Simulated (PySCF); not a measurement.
Radial density of Sn (tin, neutral)

B97-3, [Kr] 4d10 5s1 5p2 6s1, high-spin 5P determinant (an excited configuration). All numbers are calculated (PySCF 2.14, scalar relativity through the core potential, in aug-cc-pwCVDZ-PP with ECP28MDF). This is the valence pseudo-density: the core potential removes the inner electrons and smooths the orbitals near the nucleus.

```csv
r (bohr),4πr²ρ (e/bohr),4πr²(ρα − ρβ)
0.00821,2.118e-05,0.0000
0.0138,5.654e-05,0.0000
0.0232,0.0001369,0.0000
0.0391,0.0002702,0.0000
0.0657,0.0005573,0.0000
0.111,0.003907,0.0001
0.186,0.05219,0.0004
0.313,0.9324,0.0134
0.526,11.36,0.1950
0.885,21.96,0.0188
1.49,6.314,0.7167
2.50,1.638,1.3482
4.21,0.4132,0.4105
7.08,0.1936,0.1935
11.9,0.004004,0.0040
```

Energies and moments cover only the electrons outside the core potential. The outer electron is Rydberg-like, and this basis confines it to a smaller radius and binds it less than a complete one would.
